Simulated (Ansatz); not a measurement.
Basis-set extrapolation for Cl₂H₂O₂Si₂ (PBE0-D4/def2-TZVP geometry, frozen core, the Gaussian-basis code of Ansatz). Multiplicity 1, RHF reference.

```json
{"": "HF", "def2-TZVPP": "-1648.163148", "def2-QZVPP": "-1648.215040"}
{"": "MP2 correlation", "def2-TZVPP": "-1.062394", "def2-QZVPP": "-1.158917"}
{"": "CCSD(T) correlation", "def2-TZVPP": "-1.150294", "def2-QZVPP": "not run"}
```

Energies in hartree. Use E(X) = E(∞) + A·exp(−7.88·√X) for Hartree–Fock and E(X) = E(∞) + B·X^(−2.97) for correlation, with X = 3 and 4, and add CCSD(T) minus MP2 of the smaller set to the MP2 limit.

What is the CCSD(T) energy at the basis-set limit?

HF limit: -1648.215040 + (-0.051892) × 0.13774 = -1648.22219. MP2 limit: -1.158917 + (-0.096523) × 0.74074 = -1.23042. Higher-order term: -1.150294 − (-1.062394) = -0.08790. Total: -1649.54051 hartree, 142.5 kcal/mol below CCSD(T)/def2-TZVPP.
